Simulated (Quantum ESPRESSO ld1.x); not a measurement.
The aim is the indium ion In3+ in [Kr] 4d10. This ld1.x (Quantum ESPRESSO 7.5) run was made with `OMP_NUM_THREADS=1 ld1.x < ld1.in > ld1.out`. Can the result be used? Name any fault.

```
 &input
    zed=49.0,
    iswitch=1,
    rel=1,
    lsd=1,
    dft='SLA-VWN',
    config='[Kr] 4d10',
    verbosity='high',
    rmax=1.0,
    prefix='ld1',
    max_out_wfc=37,
    file_charge='ld1.rho',
 /
```

Output (excerpt):

```
     Program LD1 v.7.5 starts

     Message from routine scf:
     warning: at least one error in KS equations
     --------------------------- All-electron run ----------------------------

     scalar relativistic calculation

     atomic number is 49.00
     dft =SLA-VWN   lsd =1 sic =0 latt =0  beta=0.20 tr2=1.0E-14
     Exchange-correlation= SLA-VWN
                           (   1   2   0   0   0   0   0)
     mesh =1487 r(mesh) =   0.99619 a.u. xmin = -8.00 dx = 0.00800
     1 Ry =  13.60569312 eV, c = 137.03599908

     n l     nl                  e(Ry)          e(Ha)          e(eV)
     1 0     1S 1( 1.00)   -2076.348450711   -1038.174225356 -28250.1598368
     2 0     2S 1( 1.00)    -343.258888459    -171.629444230  -4670.2750981
     2 1     2P 1( 3.00)    -312.310309180    -156.155154590  -4249.1982259
     3 0     3S 1( 1.00)     -94.135691303     -47.067845652  -1280.7813278
     3 1     3P 1( 3.00)     -83.967571662     -41.983785831  -1142.4370123
     4 0     4S 1( 1.00)     -41.683612054     -20.841806027   -567.1344339
     4 1     4P 1( 3.00)       0.000000000       0.000000000      0.0000000
     3 2     3D 1( 5.00)     -68.308674138     -34.154337069   -929.3868580
     4 2     4D 1( 5.00)       0.000000000       0.000000000      0.0000000
     1 0     1S 2( 1.00)   -2076.348450711   -1038.174225356 -28250.1598368
     2 0     2S 2( 1.00)    -343.258888459    -171.629444230  -4670.2750981
     2 1     2P 2( 3.00)    -312.310309180    -156.155154590  -4249.1982259
     3 0     3S 2( 1.00)     -94.135691303     -47.067845652  -1280.7813278
     3 1     3P 2( 3.00)     -83.967571662     -41.983785831  -1142.4370123
     4 0     4S 2( 1.00)     -41.683612054     -20.841806027   -567.1344339
     4 1     4P 2( 3.00)       0.000000000       0.000000000      0.0000000
     3 2     3D 2( 5.00)     -68.308674138     -34.154337069   -929.3868580
     4 2     4D 2( 5.00)       0.000000000       0.000000000      0.0000000

     final scf error:  5.2E-16 reached in  28 iterations

     Etot =  -11459.173981 Ry,   -5729.586990 Ha, -155910.004622 eV
     Total magnetization:    0.00 Bohr mag.

     Ekin =   11963.259617 Ry,    5981.629809 Ha,  162768.439104 eV
     Encl =  -26526.087400 Ry,  -13263.043700 Ha, -360905.804919 eV
     Eh   =    3376.998271 Ry,    1688.499135 Ha,   45946.402152 eV
     Exc  =    -273.344469 Ry,    -136.672234 Ha,   -3719.040959 eV
```

Answer. No (not converged). The line at issue: rmax=1.0. The mesh cuts the orbital tails; the cycle ends with warnings and the numbers are not to be used. The sound input gives -5874.4835 hartree.
